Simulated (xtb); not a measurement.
BaCl2, singlet, at a GFN2-xTB geometry (such geometries of metal compounds can be far from the true shape); xtb 6.7.1 with GFN0-xTB.

Input for xtb:
```
$ xtb mol.xyz --gfn 0 --acc 1000 --json

# file mol.xyz
3

Ba     0.29970232     0.35674088     0.39460706
Cl     0.97266002    -0.25073526    -2.06809506
Cl    -1.95991471    -0.92441117     0.76821298
```

Question: What does xtb print? Leave out banner, timings and long lists.

Answer: 
```
   ID    Z sym.   atoms
    1   56 Ba     1
    2   17 Cl     2, 3

           -------------------------------------------------
          |                Calculation Setup                |
           -------------------------------------------------

           -------------------------------------------------
          |                 G F N 0 - x T B                 |
           -------------------------------------------------

          ...................................................
          :                      SETUP                      :
          :.................................................:
          :  # basis functions                  30          :
          :  # atomic orbitals                  27          :
          :  # shells                            9          :
          :  # electrons                        16          :
          :  electronic temp.          300.0000000     K    :
          :  accuracy                 1000.0000000          :
          :  -> integral cutoff          0.2000000E+02      :
          :  -> integral neglect         0.1000000E-04      :
          ...................................................

         :::::::::::::::::::::::::::::::::::::::::::::::::::::
         ::                     SUMMARY                     ::
         :::::::::::::::::::::::::::::::::::::::::::::::::::::
         :: total energy              -9.371524263421 Eh    ::
         :: gradient norm              0.008031755335 Eh/a0 ::
         :: HOMO-LUMO gap              7.896323393405 eV    ::
         ::.................................................::
         :: H0 energy                 -9.322714799792 Eh    ::
         :: repulsion energy           0.002057233632 Eh    ::
         :: electrostat energy        -0.050365712296 Eh    ::
         :: -> Gsolv                   0.000000000000 Eh    ::
         ::    -> Gsasa                0.000000000000 Eh    ::
         ::    -> Gshift               0.000000000000 Eh    ::
         :: dispersion energy         -0.000500984964 Eh    ::
         :: short-range corr.          0.000000000000 Eh    ::
         :: add. restraining           0.000000000000 Eh    ::
         :: total charge               0.000000000000 e     ::
         :::::::::::::::::::::::::::::::::::::::::::::::::::::

           -------------------------------------------------
          |                Property Printout                |
           -------------------------------------------------

    * Orbital Energies and Occupations

         #    Occupation            Energy/Eh            Energy/eV
      -------------------------------------------------------------
         1        2.0000           -0.9788868             -26.6369
         2        2.0000           -0.9749072             -26.5286
         3        2.0000           -0.4521077             -12.3025
         4        2.0000           -0.4514157             -12.2836
         5        2.0000           -0.4512289             -12.2786
         6        2.0000           -0.4511623             -12.2768
         7        2.0000           -0.4511123             -12.2754
         8        2.0000           -0.4505363             -12.2597 (HOMO)
         9                         -0.1603518              -4.3634 (LUMO)
        10                         -0.0929803              -2.5301
        11                         -0.0813610              -2.2139
        12                         -0.0795995              -2.1660
        13                         -0.0663192              -1.8046
        14                         -0.0659076              -1.7934
        15                         -0.0655868              -1.7847
        16                         -0.0645631              -1.7569
        17                         -0.0645090              -1.7554
        18                         -0.0644986              -1.7551
        19                         -0.0644502              -1.7538
       ...                                ...                  ...
        27                          0.1963694               5.3435
      -------------------------------------------------------------
                  HL-Gap            0.2901845 Eh            7.8963 eV
             Fermi-level            0.0000000 Eh            0.0000 eV

     #   Z          covCN         q      C6AA      α(0)
     1  56 Ba       1.366     0.383   651.088    82.362
     2  17 Cl       0.683    -0.191   102.822    15.496
     3  17 Cl       0.683    -0.191   102.822    15.496

 Mol. C6AA /au·bohr⁶  :       1966.598596
 Mol. C8AA /au·bohr⁸  :     321410.534566
 Mol. α(0) /au        :        113.354711

Wiberg/Mayer (AO) data.
largest (>0.10) Wiberg bond orders for each atom

 ---------------------------------------------------------------------------
     #   Z sym  total        # sym  WBO       # sym  WBO       # sym  WBO
 ---------------------------------------------------------------------------
     1  56 Ba  -0.150
     2  17 Cl  -0.075
     3  17 Cl  -0.075
 ---------------------------------------------------------------------------

 dipole moment from electron density (au)
     X       Y       Z
   2.9379   3.4970   3.8682  total (Debye):   15.213

           -------------------------------------------------
          | TOTAL ENERGY               -9.371524263421 Eh   |
          | GRADIENT NORM               0.008031755335 Eh/α |
          | HOMO-LUMO GAP               7.896323393405 eV   |
           -------------------------------------------------

normal termination of xtb
```
